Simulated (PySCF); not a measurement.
Cartesian coordinates in Å; atom numbers follow the order of the lines, from 1:
```xyz
15

C     1.752   -0.078    0.403
C     0.650   -0.737   -0.411
C    -0.210    0.272   -1.153
C    -1.223    0.844   -0.188
O    -1.731    1.927   -0.275
C    -1.538   -0.132    0.927
S    -0.533   -1.620    0.686
H     2.475    0.396   -0.258
H     1.337    0.682    1.062
H     2.267   -0.820    1.008
H     1.067   -1.493   -1.077
H     0.379    1.070   -1.605
H    -0.780   -0.223   -1.945
H    -1.322    0.322    1.897
H    -2.594   -0.401    0.907
```

Geometry: GFN2-xTB; GIAO shifts from PySCF 2.14, gas phase, non-relativistic, averaged over equivalent atoms.

At PBE0/6-31G* (118 basis functions, 14 s wall time on 1 thread of an Arm Neoverse V2, shared host):
```tsv
atoms	δ (ppm)
C4	202.7
C3	47.1
C2	39.2
C6	35.1
C1	24.8
O5	593.1
H14	3.36
H11	3.31
H15	3.13
H13	2.76
H12	2.24
H8/H9/H10	1.36
```

Chemical shifts δ = σref − σ; 13C (σref 196.39) and 1H (σref 32.41) against TMS; 17O (σref 325.96) against H2O, all at this level.

What do these become at B3LYP/pcseg-1?

Results:


```
    atoms  δ at B3LYP/pcseg-1  change
       C4               218.7   +16.0
       C3                52.3    +5.2
       C2                46.2    +7.0
       C6                39.3    +4.2
       C1                27.4    +2.6
       O5               627.2   +34.1
      H14                3.50   +0.14
      H11                3.21   -0.10
      H15                3.28   +0.15
      H13                2.76   +0.00
      H12                2.18   -0.06
H8/H9/H10                1.38   +0.02
```

Shifts are taken against calculated references (same method and geometry level): 13C (σref 192.51), 1H (σref 31.95) vs TMS; H2O for 17O (σref 338.96).

The largest change is at O5 (ketone oxygen). Cost: 142 basis functions, 19 s wall time on 1 thread of an Arm Neoverse V2, shared host. The order of the carbon signals is the same at both levels.

Unscaled 17O shifts of doubly bonded oxygen tend to come out too high, by tens of ppm or more. Experimental scales use liquid or dissolved standards, which lie at an offset from isolated H2O (liquid H2O: subtract about 36 ppm).
